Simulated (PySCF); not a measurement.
Monosilicic acid, H4O4Si.
SMILES: `O[Si](O)(O)O`

The closed-shell SCF was solved with PySCF and density fitting under several settings on one GFN2-xTB geometry (grid level 2 and gas phase unless stated).

```csv
settings,basis functions,SCF cycles,E (Eh),HOMO (eV),LUMO (eV),dipole (D)
PBE0/pcSseg-1,112,11,-592.5168,-9.04,0.75,0.02
PBE0/def2-SVPD,148,11,-592.2647,-9.26,-0.21,0.02
```

**Question.** Estimate the rows for these settings: (1) X3LYP/IGLO-II, damping 0.1 at the start, DIIS from the seventh cycle; (2) HCTH407/def2-SVPD, IEF-PCM methanol.

**Answer.** 
```
                                                            settings  basis functions  SCF cycles     E (Eh)  HOMO (eV)  LUMO (eV)  dipole (D)
X3LYP/IGLO-II, damping 0.1 at the start, DIIS from the seventh cycle              147          14  -592.9697      -8.72       0.35        0.02
                                 HCTH407/def2-SVPD, IEF-PCM methanol              148          12  -592.6629      -7.72      -1.04        0.02
```

**Question.** Over all rows, what range does the HOMO–LUMO gap span?

**Answer.** From 6.68 eV (HCTH407/def2-SVPD, IEF-PCM methanol) to 9.79 eV (PBE0/pcSseg-1). The functional of the narrowest has no exact exchange, that of the widest 25 % exact exchange.

**Question.** Compare two rows with the functional PBE0: PBE0/pcSseg-1 and PBE0/def2-SVPD. Which energy is lower, and by how much?

**Answer.** PBE0/pcSseg-1 (112 functions) lies 0.2521 Eh or 158 kcal/mol below PBE0/def2-SVPD (148 functions). The smaller set gives the lower energy; the two sets aren't nested, so the variational bound doesn't order them by size.

Cycle counts include a coarse-grid stage where the run had one. Geometry: GFN2-xTB; no vibrations or thermal averaging.

Conformer computed: `[OH:1][Si:2]([OH:3])([OH:4])[OH:5]`: H–O1–Si2–O3 166°, H–O3–Si2–O1 -43°, H–O4–Si2–O1 -167°, H–O5–Si2–O1 -75°.
